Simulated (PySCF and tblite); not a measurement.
Results of a calculation; reference values are marked as such.
C3H5Br, numbered as in [CH2:1]=[CH:2][CH2:3][Br:4].

Free energies: PBE0-D3(BJ)/pcSseg-1 (IEF-PCM, chloroform) on PBE0-D3(BJ)/def2-SVP structures plus GFN2-xTB thermal terms, symmetry and mirror images included. Conformers within 3 kcal/mol (GFN2-xTB free energy) were kept, 5 at most. Run with PySCF (density fitting) and tblite.

Rotational constants are equilibrium values for the commonest isotopes; dipoles come from the energy level named and are polarised by its solvent model.

Torsions listed: C1–C2–C3–Br4. Of a mirror pair one member is shown.

| conformer | shape | symmetry |
| --- | --- | --- |
| 1 | -118° | C1 (pair) |
| 2 | 0° | Cs |

(1) Give the rotational constants and dipole components.

(2) Which type of transition is strongest for conformer 1?

Results:

(1) 
| conformer | A (MHz) | B (MHz) | C (MHz) | abs μa (D) | abs μb (D) | abs μc (D) | κ | Ic−Ia−Ib (u Å²) |
| --- | --- | --- | --- | --- | --- | --- | --- | --- |
| 1 | 19647 | 1956 | 1900 | 2.19 | 1.06 | 0.05 | -0.99 | -18.1 |
| 2 | 12723 | 2568 | 2166 | 1.74 | 1.56 | 0.00 | -0.92 | -3.2 |

(2) a-type, since that component is clearly the largest; the top is near-prolate.
